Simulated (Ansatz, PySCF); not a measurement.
Reaction (SMILES): [SnH2] (SnH2) -> [SnH2] (SnH2) as doublet, charge +1 + e-
Geometries: B3LYP-D3(BJ)/def2-TZVP minima from Ansatz (a program for electronic structure). Unstable Hartree-Fock reference: [SnH2] (SnH2).

Property: adiabatic ionisation energy (0 K, with B3LYP-D3(BJ) harmonic zero-point energies from PySCF), in eV. Valence correlation only, unless marked. UHF or UKS for open shells. No spin-orbit coupling. The frozen core is the preceding noble-gas configuration, with the filled d and f shells of earlier blocks. Past Kr the def2 sets carry scalar-relativistic core potentials. CBS marks a two-point X^-3 extrapolation of the correlation energy; Hartree-Fock from the larger set.

| level | program | adiabatic ionisation energy (eV) |
|---|---|---|
| HF/def2-SVPD | Ansatz | 7.58 |
| HF-D3(BJ)/def2-TZVPD | PySCF + dftd3 | 7.60 |

**Question.** Estimate the value at CCSD(T)/CBS(def2-TZVPPD,def2-QZVPPD) as computed with Ansatz.

**Answer.** 8.55 eV
